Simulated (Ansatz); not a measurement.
`[CH3][SnH2][B](N)F`, relaxed with RKS PBE0-D4/def2-TZVP in the Gaussian-basis code of Ansatz from a PBE-D4/def2-SVP geometry. The force threshold is 0.005 eV/Å; the program also tests the step.

Charge 0, multiplicity 1. Sn takes the def2 core potential.

Start:

```xyz
12

C     0.896    2.031   -0.527
Sn    0.964   -0.078    0.017
B    -1.052   -1.108   -0.232
N    -1.658   -1.800    0.825
F    -1.696   -1.054   -1.420
H     0.192    2.572    0.135
H     1.903    2.480   -0.428
H     0.556    2.132   -1.575
H     1.498   -0.189    1.672
H     2.201   -0.830   -0.943
H    -2.564   -2.267    0.725
H    -1.239   -1.887    1.750
```

Q: By how much does the energy fall, and how many steps does the optimiser take? (Estimate.)

A: Computed: 4.50 kJ/mol, in 6 steps.

Q: Which bonds change most? (Best estimate.)

A: The calculation gave: C1–Sn2 from 2.179 to 2.147 Å; Sn2–H10 from 1.737 to 1.714 Å; Sn2–H9 from 1.743 to 1.720 Å; C1–H7 from 1.107 to 1.090 Å.

Q: Give the relaxed structure. (An estimate is asked.)

A: Computed: 
```xyz
12

C     0.889    2.008   -0.522
Sn    0.967   -0.068    0.018
B    -1.037   -1.096   -0.220
N    -1.651   -1.788    0.818
F    -1.675   -1.037   -1.398
H     0.194    2.539    0.129
H     1.877    2.457   -0.429
H     0.550    2.106   -1.554
H     1.492   -0.179    1.652
H     2.178   -0.817   -0.936
H    -2.544   -2.245    0.712
H    -1.242   -1.878    1.731
```
